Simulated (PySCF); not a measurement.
Selenium: a sound run and one with changed settings

Sound run: Se⁺ [Ar] 3d10 4s2 4p3, Se²⁺ [Ar] 3d10 4s2 4p2. Calculation: PySCF 2.14, in jorge-DZP-DKH (8s6p2d1f, 43 functions); the spin-free X2C one-electron Hamiltonian (Gaussian nucleus). The sound run starts from symmetry-adapted Hartree-Fock orbitals and uses a fine grid where one is needed.

Changed run: 14 angular points. This setting is unsound on purpose.

```tsv
species	method	sound run (hartree)	changed run (hartree)	converged
Se⁺	UHF	-2427.62254	-2427.62254	yes
Se⁺	B3LYP	-2429.36472	-2429.36472	yes
Se⁺	M06-L	-2429.22570	-2429.22570	yes
Se²⁺	UHF	-2426.85370	-2426.85370	yes
Se²⁺	B3LYP	-2428.58189	-2428.58212	yes
Se²⁺	M06-L	-2428.44949	-2428.44998	yes
```

Ionisation energy of Se⁺:

```json
{"method": "UHF", "sound run (eV)": "20.921", "changed run (eV)": "20.921"}
{"method": "B3LYP", "sound run (eV)": "21.302", "changed run (eV)": "21.296"}
{"method": "M06-L", "sound run (eV)": "21.122", "changed run (eV)": "21.108"}
```

A coarse angular grid integrates products of high-l functions wrongly, so density functionals can shift, and the SCF can exploit the error; Hartree-Fock and MP2 need no grid.

For comparison, NIST gives 21.196 ± 0.01 eV between the lowest levels.
